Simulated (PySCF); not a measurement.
One of the candidates below gave these computed data.

All candidates are C5H14Si2.

- UV, strongest line: among the 10 lowest singlet transitions: S5 at 7.89 eV (157 nm, f = 0.287) [TDDFT CAM-B3LYP/def2-SVPD]
- Triplet: lowest triplet excitation (Tamm–Dancoff): 6.32 eV [TDA CAM-B3LYP/def2-SVPD]
- 1H NMR: chemical shifts (computed TMS as zero) by class: 4.02 (2 H), 3.44 (3 H), 1.68 (2 H), 1.66 (2 H), 1.52 (2 H), 1.06 (2 H), 0.98 (1 H) ppm [GIAO PBE0/pcSseg-1]
- NMR, other nuclei: isotropic shieldings of nuclei other than C and H, by class: 417 (1 Si), 468 (1 Si) ppm [GIAO PBE0/pcSseg-1]
- XPS: Si2p3/2 106.1, Si2p3/2 106.3, C1s 289.9, C1s 290.3 (×2), C1s 290.3 (×2), Si1s 1845.8, Si1s 1846.0 eV [ΔSCF SCAN, pcX-2 on the ionised atom, pcseg-1 elsewhere, spin-free X2C, 2p3/2 from a spin–orbit splitting computed afterwards within the 2p shell]
- 13C NMR: chemical shifts (computed TMS as zero) by class: 33.2 (2 C), 27.7 (2 C), 22.8 (1 C) ppm [GIAO PBE0/pcSseg-1]
- Polarisability: 115.2 au [CAM-B3LYP/def2-SVPD]
- Rotational structure: rotational constants A, B, C: 3.019, 0.927, 0.890 GHz [PBE0-D3(BJ)/def2-SVP]
- Dipole: 1.13 D [CAM-B3LYP/def2-SVPD]

The electronic properties come from PySCF, for the isolated species, density fitting. Levels stand in brackets. The structure is a single PBE0-D3(BJ)/def2-SVP conformer in the gas phase; no vibrational or solvent corrections. NMR values are class means; diastereotopic atoms form classes of their own.

Task: Which candidate is it?
A. `CCC/C([SiH3])=C\[SiH3]`
B. `[SiH3]C([SiH3])C1CCC1`
C. `[SiH3][SiH2]C1CCCC1`

Result: C. It is `[SiH3][SiH2]C1CCCC1`. Numbering: `[SiH3:1][SiH2:2][CH:3]1[CH2:4][CH2:5][CH2:6][CH2:7]1`. Its formula, C5H14Si2, gives 1 degree of unsaturation: 1 ring and 0 π bonds in the structure found. 5 carbons fall into 3 classes; from least to most shielded: ring CH2 carbon [C4/C7] (33.2 ppm, 2 C, up to 3.8 ppm apart in this geometry), ring CH2 carbon [C5/C6] (27.7 ppm, 2 C, up to 4.0 ppm apart in this geometry), ring sp3 carbon bound to silicon [C3] (22.8 ppm). Hydrogen classes from least to most shielded: 2 H on an SiH2 silicon, Si2 (4.02 ppm), 3 H on an SiH3 silicon, Si1 (3.44 ppm), 2 H on 2 ring CH2 carbons, C4/C7 (1.68 ppm), 2 H on 2 ring CH2 carbons, C5/C6 (1.66 ppm), 2 H on 2 ring CH2 carbons, C5/C6 (1.52 ppm), 2 H on 2 ring CH2 carbons, C4/C7 (1.06 ppm), 1 H on an sp3 carbon bound to silicon, C3 (0.98 ppm). The other shieldings belong to: 417 ppm, SiH2 silicon [Si2]; 468 ppm, SiH3 silicon [Si1]. The core levels belong to: Si2p3/2 106.1 eV, SiH2 silicon [Si2]; Si2p3/2 106.3 eV, SiH3 silicon [Si1]; C1s 289.9 eV, sp3 carbon bound to silicon [C3]; C1s 290.3 eV, ring CH2 carbon [C5/C6]; C1s 290.3 eV, ring CH2 carbon [C4/C7]; Si1s 1845.8 eV, SiH2 silicon [Si2]; Si1s 1846.0 eV, SiH3 silicon [Si1]. One atom of each topological class was ionised and stands for its class. The optimised geometry has point group C1 and is an asymmetric top.

The others, at the same levels:
- `[SiH3]C([SiH3])C1CCC1` fails: its computed lowest triplet excitation (Tamm–Dancoff) is 7.24 eV (against 6.32 eV), strongest line among the 10 lowest singlet transitions is S9 at 8.42 eV (147 nm, f = 0.109) (against S5 at 7.89 eV) and static isotropic polarisability is 112.4 au (against 115.2 au).
- `CCC/C([SiH3])=C\[SiH3]` fails: it has 5 carbon classes against 3; its computed 13C shifts are 172.0 (1 C), 144.4 (1 C), 43.4 (1 C), 23.8 (1 C), 13.3 (1 C) ppm, core binding energies are Si2p3/2 106.4, Si2p3/2 106.5, C1s 289.7, C1s 290.0, C1s 290.5, C1s 290.6, C1s 290.6, Si1s 1846.2, Si1s 1846.3 eV and 1H shifts are 6.60 (1 H), 4.18 (3 H), 4.16 (3 H), 2.39 (2 H), 1.52 (2 H), 0.88 (3 H) ppm.

Each candidate is one conformer, not necessarily the lowest. Dipoles, sizes and rotational constants follow the conformer. The torsions of the flexible species, by atom-mapped SMILES:
- `[SiH3:1][CH:2]([SiH3:3])[CH:4]1[CH2:5][CH2:6][CH2:7]1`: Si1–C2–C4–C5 170°
- `[CH3:1][CH2:2][CH2:3]/[C:4]([SiH3:5])=[CH:6]\[SiH3:7]`: C1–C2–C3–C4 -62°, C2–C3–C4–Si5 -57°

The conformers of `[SiH3][SiH2]C1CCCC1` aren't listed.
